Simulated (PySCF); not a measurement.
# Computed properties of B2HO2, SMILES O=BB=[OH+], charge +1

B₂HO₂, SMILES O=BB=[OH+], charge +1. Coordinates come from a ωB97X-D3(BJ)/def2-TZVP optimisation. The isomer is the one that the SMILES or the coordinates give; other isomers of the formula were not compared. The values are those of a single conformer. All values are computed for the isolated molecule unless a solvent is named; none is compared with measurement here.

**Structure.** The optimised structure has C∞v symmetry. All 10 harmonic modes at ωB97X-D3(BJ)/def2-TZVP (PySCF) are real, so it is a minimum. With heavy atoms numbered as in [O:1]=[B:2][B:3]=[OH+:4], the shortest bond between them is O1–B2 at 1.189 Å and the longest B2–B3 at 1.655 Å.

**Vibrations.** The strongest infrared lines (harmonic, unscaled, degenerate partners summed) lie at 3794 cm⁻¹ (1050 km/mol, H 92 %), 225 cm⁻¹ (505 km/mol, H 80 %, O 16 %), 1919 cm⁻¹ (270 km/mol, B 63 %, O 34 %). The softest mode is at 179 cm⁻¹ and the zero-point energy is 14.6 kcal/mol.

**Electronic structure.** M06-2X/def2-TZVPD (PySCF) places the frontier levels at -17.62 and -7.98 eV, a gap of 9.64 eV and a mean polarisability of 26.6 bohr³. PBE/def2-TZVPD (PySCF) at the same geometry gives -14.75 and -9.95 eV, so its gap is 4.84 eV narrower. An orbital gap is neither the optical nor the fundamental gap.

**Excitations.** TDDFT-PBE0/def2-SVPD (PySCF) has S1 at 5.24 eV (236 nm, f = 0.000, dark); the most intense of the 10 singlets computed lies at 7.29 eV (f = 0.32). Strengths of degenerate partners are summed. T1 (TDA) is at 4.47 eV. TDDFT-PBE/def2-SVPD (PySCF) puts S1 at 4.80 eV. No vertical singlet excitation falls in the visible range (under 3.1 eV).

**NMR.** GIAO shifts at PBE0/pcSseg-2 (PySCF) (non-relativistic, atoms alike by connectivity averaged): ¹H at 7.8 ppm against TMS; ¹¹B from -8.5 to -0.6 ppm against BF3.
